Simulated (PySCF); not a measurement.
## Electron correlation in Kr³⁺ (krypton, charge +3)

[Ar] 3d10 4s2 4p3, high-spin 4S determinant. All numbers are calculated (PySCF 2.14, scalar relativity through the core potential, in aug-cc-pwCVDZ-PP with ECP10MDF). Frozen: 3s2 3p6 3d10; 5 electrons correlated.

MP2 pair energies summed by pair of shells (mhartree):

```tsv
pair	energy	share (%)
4s-4p	-45.39	66.1
4p-4p	-16.39	23.9
4s-4s	-6.85	10.0
```

Total MP2 correlation energy: -68.63 mhartree.

Same-spin part -18.08 and opposite-spin part -50.55 mhartree; SCS-MP2 scales them by 1/3 and 6/5 to -66.69 mhartree.
